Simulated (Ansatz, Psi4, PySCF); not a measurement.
aminoborane (H₄BN), singlet, geometry from GFN2-xTB. Base run: PBE/6-311G** run with PySCF.

Geometry (Å):
```xyz
6

B     -0.7731     0.0381    -0.0061
N      0.6028    -0.0297     0.0048
H     -1.3895    -0.9579    -0.0262
H     -1.2888     1.0899     0.0051
H      1.2032     0.7780     0.0219
H      1.1211    -0.8925    -0.0036
```
Charge 0, spin multiplicity 1.
All else is at PySCF's defaults.

The same geometry, method and basis name were run in Ansatz (a first-principles code) and Psi4 and PySCF, at each program's defaults and at the settings that a row names. The base is PySCF at its defaults. Differences at the defaults can come from grids, fitting, cores and function types together.

```json
[
 {"code and settings": "PySCF, defaults (exact integrals, its default grid, spherical functions)", "ΔE vs base (mEh)": "0.000", "basis functions": "60", "E (Eh)": "-81.93891", "SCF cycles": "8", "dipole (D)": "2.20"},
 {"code and settings": "Psi4, defaults (density fitting with its default set, its default grid, spherical functions)", "ΔE vs base (mEh)": "-0.021", "basis functions": "60", "E (Eh)": "-81.93893", "SCF cycles": "8", "dipole (D)": "2.20"},
 {"code and settings": "Ansatz, defaults (factorised integrals, its default grid, spherical functions)", "ΔE vs base (mEh)": "-0.003", "basis functions": "60", "E (Eh)": "-81.93891", "SCF cycles": "-", "dipole (D)": "-"},
 {"code and settings": "PySCF, density fitting with def2-universal-jkfit", "ΔE vs base (mEh)": "-0.052", "basis functions": "60", "E (Eh)": "-81.93896", "SCF cycles": "8", "dipole (D)": "2.20"},
 {"code and settings": "PySCF, fine grid", "ΔE vs base (mEh)": "-0.001", "basis functions": "60", "E (Eh)": "-81.93891", "SCF cycles": "8", "dipole (D)": "2.20"},
 {"code and settings": "Psi4, exact integrals, spherical functions, fine grid", "ΔE vs base (mEh)": "-0.001", "basis functions": "60", "E (Eh)": "-81.93891", "SCF cycles": "10", "dipole (D)": "2.20"},
 {"code and settings": "Ansatz, high accuracy", "ΔE vs base (mEh)": "0.000", "basis functions": "60", "E (Eh)": "-81.93891", "SCF cycles": "-", "dipole (D)": "-"}
]
```
